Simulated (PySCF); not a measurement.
PySCF input for B(F)(OH)(NH2) (BFH₃NO), SMILES NB(O)F, PBE0-D3(BJ)/def2-SVP. Coordinates come from a PBE0-D3(BJ)/def2-SVP optimisation. The values are those of a single conformer.

```python
import numpy as np
from pyscf import gto, scf, dft, df
from pyscf.hessian import thermo

mol = gto.M(
    atom='''
    B    -0.00503631    0.01458284    0.00000000
    F     1.27286956    0.43985138    0.00000000
    O    -1.01277652    0.93030847    0.00000000
    H    -0.67493494    1.83041910    0.00000000
    N    -0.27178489   -1.36056814    0.00000000
    H    -1.21192472   -1.72670458    0.00000000
    H     0.46092155   -2.05378191    0.00000000
    ''',
    basis='def2-SVP',
    charge=0,
    spin=0,
    max_memory=1600,
    verbose=3,
)
mf = dft.RKS(mol, xc='pbe0').density_fit(auxbasis='def2-universal-jkfit')
mf.disp = 'd3bj'
mf.grids.level = 3
mf.conv_tol = 1e-11
mf.max_cycle = 100
mf.kernel()

# [left out here: the lines that compute and print the analytic Hessian (its translational invariance restored by hand, since the grid's response is missing), thermochemistry and intensities]
```

Program output:

```
converged SCF energy = -256.174783107681

WARN: DFTD3 does not support analytical Hessian, using finite difference


WARN: Mole.unit (angstrom) is changed to Bohr

Mode                                 0                   1                   2
Irrep
Freq [cm^-1]                      347.5061            378.4601            420.6960
Reduced mass [au]                   1.2416              2.6389              1.0808
Force const [Dyne/A]                0.0883              0.2227              0.1127
Char temp [K]                     499.9838            544.5199            605.2878
Normal mode                   x     y     z       x     y     z       x     y     z
       0   B                -0.00  0.00  0.00    0.09 -0.01  0.00   -0.00 -0.00  0.03
       1   F                 0.00 -0.00 -0.01    0.06  0.08 -0.00   -0.00  0.00 -0.01
       2   O                -0.00  0.00 -0.03   -0.00 -0.12 -0.00    0.00  0.00  0.06
       3   H                -0.00  0.00  0.25   -0.14 -0.06 -0.00    0.00 -0.00 -0.78
       4   N                 0.00  0.00  0.11   -0.10  0.03  0.00    0.00 -0.00  0.01
       5   H                 0.00 -0.00 -0.46   -0.22  0.33 -0.00    0.00 -0.00 -0.56
       6   H                 0.00  0.00 -0.72   -0.33 -0.21 -0.00    0.00 -0.00  0.07
Mode                                 3                   4                   5
Irrep
Freq [cm^-1]                      452.8161            550.0180            665.7040
Reduced mass [au]                   4.5552              1.0422              9.7843
Force const [Dyne/A]                0.5503              0.1858              2.5547
Char temp [K]                     651.5016            791.3534            957.7998
Normal mode                   x     y     z       x     y     z       x     y     z
       0   B                -0.01 -0.09 -0.00   -0.00  0.00  0.04   -0.00  0.00  0.27
       1   F                -0.08  0.11 -0.00    0.00  0.00  0.02    0.00  0.00 -0.06
       2   O                 0.12  0.03 -0.00   -0.00  0.00 -0.00   -0.00  0.00 -0.07
       3   H                 0.37 -0.06  0.00   -0.00  0.00 -0.48   -0.00  0.00  0.10
       4   N                -0.03 -0.10  0.00   -0.00 -0.00 -0.03   -0.00 -0.00 -0.06
       5   H                -0.05 -0.06  0.00   -0.00 -0.00  0.60    0.00 -0.00 -0.07
       6   H                -0.07 -0.14 -0.00    0.00 -0.00 -0.60    0.00 -0.00  0.02
Mode                                 6                   7                   8
Irrep
Freq [cm^-1]                      869.1103            895.7603           1008.2104
Reduced mass [au]                   3.0191              2.2106              1.2956
Force const [Dyne/A]                1.3436              1.0451              0.7759
Char temp [K]                    1250.4562           1288.7996           1450.5902
Normal mode                   x     y     z       x     y     z       x     y     z
       0   B                -0.02 -0.01 -0.00    0.00  0.00  0.00   -0.03 -0.02 -0.00
       1   F                 0.12  0.05  0.00   -0.04  0.00 -0.00    0.05  0.01  0.00
       2   O                -0.05  0.05  0.00    0.09 -0.10 -0.00   -0.09 -0.03  0.00
       3   H                -0.11  0.07 -0.00   -0.01 -0.07  0.00    0.80 -0.33 -0.00
       4   N                -0.10 -0.10  0.00   -0.09  0.10 -0.00   -0.00  0.05 -0.00
       5   H                 0.05 -0.48  0.00    0.09 -0.33 -0.00    0.00  0.04  0.00
       6   H                 0.14  0.14  0.00    0.27  0.47 -0.00    0.03  0.09  0.00
Mode                                 9                  10                  11
Irrep
Freq [cm^-1]                     1429.4409           1471.1475           1615.1820
Reduced mass [au]                   4.1414              2.2725              2.1070
Force const [Dyne/A]                4.9858              2.8978              3.2386
Char temp [K]                    2056.6472           2116.6537           2323.8872
Normal mode                   x     y     z       x     y     z       x     y     z
       0   B                 0.23  0.07  0.00   -0.11  0.18 -0.00    0.01  0.17 -0.00
       1   F                -0.07 -0.02 -0.00    0.01 -0.01  0.00   -0.01 -0.01  0.00
       2   O                -0.06  0.02 -0.00    0.05 -0.06  0.00    0.01 -0.03  0.00
       3   H                 0.15 -0.04 -0.00    0.09 -0.07  0.00    0.10 -0.05  0.00
       4   N                -0.03 -0.02 -0.00    0.01 -0.01  0.00   -0.02 -0.13  0.00
       5   H                 0.09 -0.34 -0.00    0.13 -0.34  0.00   -0.23  0.40  0.00
       6   H                -0.10 -0.11 -0.00   -0.32 -0.37  0.00    0.36  0.27  0.00
Mode                                12                  13                  14
Irrep
Freq [cm^-1]                     3670.4817           3784.1632           3935.8955
Reduced mass [au]                   1.0504              1.1002              1.0658
Force const [Dyne/A]                8.3380              9.2821              9.7281
Char temp [K]                    5281.0060           5444.5683           5662.8773
Normal mode                   x     y     z       x     y     z       x     y     z
       0   B                 0.00  0.00 -0.00   -0.00  0.00  0.00    0.00  0.00 -0.00
       1   F                 0.00  0.00  0.00    0.00  0.00 -0.00    0.00 -0.00 -0.00
       2   O                -0.00 -0.00  0.00    0.00 -0.00 -0.00    0.02  0.06 -0.00
       3   H                 0.00  0.01 -0.00    0.00  0.00  0.00   -0.32 -0.91  0.00
       4   N                -0.01 -0.05  0.00   -0.08  0.02 -0.00   -0.00 -0.00  0.00
       5   H                 0.65  0.25 -0.00    0.61  0.25 -0.00    0.01  0.00  0.00
       6   H                -0.50  0.46 -0.00    0.49 -0.48  0.00   -0.00  0.00  0.00
temperature 298.1500 [K]
pressure 101325.00 [Pa]
Rotational constants [GHz] 10.06998 9.34545 4.84710
Symmetry number 1
Zero-point energy (ZPE) 0.04897 [Eh]   128566.211 [J/mol]
                           tot       elec      trans        rot        vib
Entropy [J/mol/K]       282.934      0.000    160.386    100.708     21.840
Cv [J/mol/K]             64.935      0.000     12.472     12.472     39.992
Cp [J/mol/K]             73.250      0.000     20.786     12.472     39.992
Internal energy [J/mol]                      3718.434   3718.434 133106.755
Internal energy [Eh]   -256.12125  -256.17478
Enthalpy [J/mol]                             6197.391   3718.434 133106.755
Enthalpy [Eh]          -256.12031
Gibbs free energy [J/mol]                  -41621.600 -26307.708 126595.034
Gibbs free energy [Eh] -256.15244
static polarisability / bohr^3: [[20.397 -0.072  0.   ]
 [-0.073 26.971  0.   ]
 [-0.    -0.    13.833]]
largest difference of analytic and finite-field dipole derivatives / e: 0.0006222085433225111
mode   freq/cm-1   IR/(km/mol)   Raman/(A^4/amu)   depolarisation
   1      347.51       113.082             0.730            0.750
   2      378.46         4.810             0.251            0.733
   3      420.70       192.904             1.423            0.750
   4      452.82        30.173             1.092            0.697
   5      550.02        19.247             1.153            0.750
   6      665.70        78.917             1.427            0.750
   7      869.11         5.123             4.406            0.096
   8      895.76         4.196             2.865            0.118
   9     1008.21       111.170             2.088            0.748
  10     1429.44       307.429             2.811            0.257
  11     1471.15       179.418             1.960            0.698
  12     1615.18       384.994             2.435            0.504
  13     3670.48        55.565            82.633            0.119
  14     3784.16        54.454            46.398            0.748
  15     3935.90       103.018            69.922            0.273
max |gradient| / (hartree/bohr): 0.00015025634213315536
APT charges: [ 1.4175 -0.603  -0.8002  0.3256 -0.7925  0.225   0.2277]
```

The calculation finished and met its thresholds.

Cost: roughly 70 core-seconds.
